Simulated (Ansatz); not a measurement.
```yaml
crystal:
  periodic: [false, false, false]
  atoms:
    - {symbol: K, position_ang: [-1.992034, 0.533509, -2.425580]}
    - {symbol: K, position_ang: [1.508724, 0.737840, -0.759230]}
    - {symbol: H, position_ang: [-0.785717, -0.057107, -0.391246]}
    - {symbol: H, position_ang: [0.349516, -0.578974, 1.540824]}
    - {symbol: H, position_ang: [0.919511, -0.635268, 2.035241]}
basis:
  gaussian: {orbitals: 6-31G}
magnetization: {spin_polarized: true, initial_magnetization: 1}
hamiltonian: {xc: {name: wB97}}
scf: {omitted_lower_state_checks: [starts]}
output: {forces: true}
```

```sh
$ ansatz run in.yaml --threads 4 --pin off --events-out ev --progress --plain --max-ram 3916MiB
```

It prints (some lines left out):

```
Functional definition: wB97
852 factors; their error is unknown
294 factors; integrals over basis functions are off by at most 4.3e-5 eV
mean field evaluation 1: about -32693.9969 eV, gradient 8.6e0 eV
mean field evaluation 2: about -32694.7885 eV, gradient 3.2e0 eV
mean field evaluation 4: about -32694.9101 eV, gradient 4.5e-1 eV
mean field evaluation 8: about -32694.9109 eV, gradient 1.1e-1 eV
mean field evaluation 16: about -32694.9118 eV, gradient 3.9e-3 eV
mean field -32694.91184682 eV, -1201.5158489634 hartree, gradient 2.0e-5 eV, S^2 0.751709; 0 other end points of the search recorded, 0 dependent functions left out
reference -32694.91184030 eV, -1201.5158487239 hartree; 21, 20 occupied and 43, 44 virtual orbitals, 852 factors
Total energy: -32694.91184030 eV, -1201.5158487239 hartree
Atom 0 at    -1.992034     0.533509    -2.425580 Å, force     0.034072    -0.037498     0.103124 eV/Å
Atom 1 at     1.508724     0.737840    -0.759230 Å, force    -0.086040    -0.045835     0.049728 eV/Å
Atom 2 at    -0.785717    -0.057107    -0.391246 Å, force     0.034561     0.084247    -0.165796 eV/Å
Atom 3 at     0.349516    -0.578974     1.540824 Å, force     0.138934    -0.019253     0.133117 eV/Å
Atom 4 at     0.919511    -0.635268     2.035241 Å, force    -0.121527     0.018339    -0.120173 eV/Å
Dipole moment:    -0.255685    -0.226577     0.343895 e Å
Checks for a lower state left out: starts
```

It took 27 s on 4 threads of Intel Xeon on a shared host.

The 6-31G sets use Cartesian d functions.
